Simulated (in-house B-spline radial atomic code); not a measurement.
I is squeezed into an impenetrable sphere of radius R (the orbitals vanish at R). No spin polarisation. Caution: exact exchange at fractional occupations of open shells leaves self-interaction of up to several eV. Level of theory: non-relativistic B3LYP, spherical fractional occupations, point nucleus; calculated with a radial B-spline atomic code at the basis-set limit.

Energies in eV above the free atom in [Kr] 4d10 5s2 5p5:

| R (bohr) | highest level (eV) | [Kr] 4d10 5s2 5p5 | [Ar] 3d10 4s2 4p5 4d10 4f1 5s2 5p5 | [Kr] 4d10 5s2 5p4 5f1 | -dE/dV in [Kr] 4d10 5s2 5p5 (GPa) |
| --- | --- | --- | --- | --- | --- |
| 9.82 | -7.8 | 0.002893 | 140.4 | 19.47 | 0.00377 |
| 6.06 | -7.15 | 0.6727 | 145.5 | 30.42 | 2.29 |
| 4.67 | -4.71 | 5.236 | 152.1 | 43.98 | 31.2 |
| 4.31 | -3.17 | 9.058 | 156.4 | 51.5 | 64.4 |
| 3.74 | 1.14 | 22.08 | 170.4 | 72.4 | 216 |
| 2.87 | 18.8 | 94.23 | 244.9 | 164.2 | 1750 |
| 2.61 | 30.5 | 151.2 | 303.2 | 229.7 | 3600 |
| 2.11 | 77.3 | 412.2 | 569.5 | 510.3 | 17300 |
| 1.96 | 104 | 576 | 736.2 | 680.1 | 29700 |
| 1.28 | 482 | 3529 | 3718 | 3618 | 571000 |

Task: Does [Ar] 3d10 4s2 4p5 4d10 4f1 5s2 5p5 fall below [Kr] 4d10 5s2 5p5 under compression?

Result: No, it stays above over the whole range.

Task: Does [Kr] 4d10 5s2 5p4 5f1 fall below [Kr] 4d10 5s2 5p5 under compression?

Result: No, it stays above over the whole range.

The highest level is first positive in the row R = 3.74 bohr, pushed up by confinement above the zero of the free ion's potential. Each configuration is held fixed and needn't be the lowest in the sphere.
